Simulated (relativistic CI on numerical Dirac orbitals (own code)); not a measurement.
Pb23+: sensitivity of the levels to the model

Base calculation: Dirac-Coulomb-Breit CI, separate exchange-only KLI orbitals for each configuration, QED by a radiative potential, unscaled Slater integrals.

Configuration list (outside the closed core [Ar] 3d10): 4s²4p⁶4d¹⁰4f¹³, 4s²4p⁶4d¹⁰4f¹²5s, 4s²4p⁶4d¹⁰4f¹¹5s², 4s²4p⁶4d¹⁰4f¹²5p, 4s²4p⁶4d¹⁰4f¹¹5s5p, 4s²4p⁶4d⁹4f¹⁴, 4s²4p⁶4d¹⁰4f¹¹5p², 4s²4p⁶4d¹⁰4f¹¹5s5d, 4s²4p⁶4d¹⁰4f¹²5d, 4s²4p⁶4d⁹4f¹²5s², 4s²4p⁵4d¹⁰4f¹⁴, 4s²4p⁶4d¹⁰4f¹²6s, 4s²4p⁶4d⁹4f¹³5p, 4s²4p⁶4d¹⁰4f¹²5g, 4s²4p⁶4d¹⁰4f¹²6d, 4s4p⁶4d¹⁰4f¹⁴. Levels of other configurations are missing.

The lowest level and the first level of each name with at least 55 % of one term (blank where a level has no safe partner in the second run):

```csv
Level,Base (cm⁻¹),Shift (cm⁻¹)
4s²4p⁶4d¹⁰4f¹³ ²F°7/2,0,0
4s²4p⁶4d¹⁰4f¹³ ²F°5/2,41407,-2
4s²4p⁶4d¹⁰4f¹²5s ⁴H13/2,427097,+2274
4s²4p⁶4d¹⁰4f¹²5s ⁴F9/2,440913,+2405
4s²4p⁶4d¹⁰4f¹²5s ⁴H9/2,469941,+2449
4s²4p⁶4d¹⁰4f¹²5s ⁴F7/2,479604,+2553
4s²4p⁶4d¹⁰4f¹²5s ²F7/2,489271,+2156
4s²4p⁶4d¹⁰4f¹²5s ⁴P1/2,525091,+3453
4s²4p⁶4d¹⁰4f¹²5s ²I13/2,529877,+2556
4s²4p⁶4d¹⁰4f¹²5s ²I11/2,530094,+2878
4s²4p⁶4d¹⁰4f¹²5s ⁴P3/2,537853,+3253
4s²4p⁶4d¹⁰4f¹²5s ²P1/2,549091,+2482
4s²4p⁶4d¹⁰4f¹²5s ²S1/2,640979,+3174
4s²4p⁶4d¹⁰4f¹²5p ⁴G°11/2,830433,
4s²4p⁶4d¹⁰4f¹¹5s² ⁴I°15/2,923381,+8444
4s²4p⁶4d¹⁰4f¹²5p ²K°13/2,930783,
4s²4p⁶4d¹⁰4f¹²5p ²H°11/2,934575,
4s²4p⁶4d¹⁰4f¹²5p ⁴P°1/2,937019,
4s²4p⁶4d¹⁰4f¹¹5s² ⁴I°13/2,959974,+8409
4s²4p⁶4d¹⁰4f¹¹5s² ⁴F°7/2,995057,+8989
4s²4p⁶4d¹⁰4f¹¹5s² ²K°15/2,1004717,+8896
```

At this charge transitions that keep the count of f electrons are usually good to a few per cent. Terms inside the open d or f shell come out 10 to 20 % too wide with unscaled integrals. Levels that differ in their count of f electrons can be misplaced by several ten thousand cm⁻¹, since the correlation energy of f electrons is missing or only estimated; rates across such gaps can be off by orders of magnitude.

(1) One thing was changed in a second run, which moved the levels as shown. Which?
A. non-relativistic limit
B. QED terms removed
C. Breit term removed
D. only the first 3 configurations

Results:

(1) D. Only the first 3 configurations. With fewer configurations the levels that remain lose their mixing partners.

LS names give the leading component of a level, which can be under half, so a name can repeat, a term be missing and a line seem to break the LS rules.
